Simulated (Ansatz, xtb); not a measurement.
## Relaxing a trial structure of CClGeMg

The starting geometry of this gas-phase doublet was built from a drawn formula by distance geometry and a force field; its bonds are those of `[Mg][C](Cl)=[Ge]`.

| atom | x (Å) | y (Å) | z (Å) |
| --- | --- | --- | --- |
| C | -1.0525 | 1.6787 | 1.3824 |
| Cl | -1.5214 | 2.4412 | 2.8795 |
| Ge | -0.4410 | 2.5902 | -0.1300 |
| Mg | -1.3313 | -0.4628 | 1.1827 |

**Question.** Predict what becomes of its bonds when it is optimised with r2SCAN-D4/def2-SVP.

**Answer.** A new bond forms, giving a structure given below by its coordinates. Contacts that close: Ge3–Mg4 (3.44 → 2.80 Å).

The energy falls by 0.57 eV over 8 steps:

```tsv
step	E − E(last) (eV)
1	0.570
2	0.377
3	0.158
4	0.095
5	0.014
6	0.005
7	0.001
8	0.000
```

Final geometry (Å):

```yaml
atoms:
  - { symbol: C, position_ang: [-1.0507, 2.0566, 1.4274] }
  - { symbol: Cl, position_ang: [-1.5982, 2.1913, 3.0400] }
  - { symbol: Ge, position_ang: [-0.4525, 2.1764, -0.2219] }
  - { symbol: Mg, position_ang: [-1.2449, -0.1771, 1.0691] }
```

From the same start GFN2-xTB reaches the same bonding as this run.

The end wasn't checked by frequencies. Open shells are spin-unrestricted. Run with Ansatz 0.2.0, 62 s on 2 threads of Intel(R) Xeon(R) Processor @ 2.70GHz, on a shared host.
